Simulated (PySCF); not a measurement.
Species: C5H6ClFO2.
Geometry (GFN2-xTB, Å), atoms numbered from 1 in this order:
```
atom  x, y, z in Å
C1     2.207    0.396   -0.015
O2     1.121   -0.447   -0.389
C3    -0.002   -0.390    0.393
F4     0.341   -0.785    1.692
C5    -1.066   -1.350   -0.176
O6    -2.246   -0.595   -0.416
C7    -2.016    0.676   -0.029
C8    -0.789    0.904    0.442
Cl9   -0.199    2.384    1.061
H10    3.061    0.028   -0.578
H11    2.008    1.436   -0.281
H12    2.409    0.319    1.055
H13   -0.709   -1.777   -1.116
H14   -1.287   -2.147    0.537
H15   -2.839    1.358   -0.144
```

Computed at PBE0/pcSseg-1 (PySCF, non-relativistic), with Q(17O) = −0.0256 b, Q(35Cl) = −0.0817 b: O2, 17O (I = 5/2): χzz = -11.92 MHz, η = 0.889; O6, 17O (I = 5/2): χzz = -10.98 MHz, η = 0.829; Cl9, 35Cl (I = 3/2): χzz = -78.65 MHz, η = 0.024.

Task: Where would the pure quadrupole (NQR) lines of 17O at O2 fall for the rigid, isolated species?

Result: From the eigenvalues of H = χ/[4I(2I − 1)] × [3Iz² − I(I + 1) + η(Ix² − Iy²)], steps between neighbouring levels, labelled as for η = 0: ±1/2↔±3/2 2.928 MHz, ±3/2↔±5/2 3.211 MHz (ether oxygen).

Task: Find the zero-field quadrupole resonance frequencies of 17O at O6.

Result: From the eigenvalues of H = χ/[4I(2I − 1)] × [3Iz² − I(I + 1) + η(Ix² − Iy²)], steps between neighbouring levels, labelled as for η = 0: ±1/2↔±3/2 2.587 MHz, ±3/2↔±5/2 2.987 MHz (cyclic ether oxygen).

Task: Where would the pure quadrupole (NQR) lines of 35Cl at Cl9 fall for the rigid, isolated species?

Result: From ν = (|χ|/2)√(1 + η²/3): ν = 39.33 MHz (vinyl chlorine). For 37Cl the ratio of quadrupole moments, 0.7881, gives 31.00 MHz.

Task: Apply the simplest Townes–Dailey estimate (no s hybridisation, no π bonding), ionic character = 1 − χzz/χ0, where χ0 is the coupling for one missing p electron along the bond: −109.74 MHz for 35Cl.

Result: Cl9 on C8: 1 − (-78.65)/(-109.74) = 0.28. In this model a purely covalent bond gives χ0 and a free halide ion gives zero; s hybridisation or π bonding, where present, is counted here as ionic character.

In a crystal, neighbours and librations shift these lines. GFN2-xTB bond lengths can be off by several hundredths of an ångström, more for odd bonds, and the gradients follow them. With so small a basis the couplings can be 20 % off.

One conformer stands for the species.
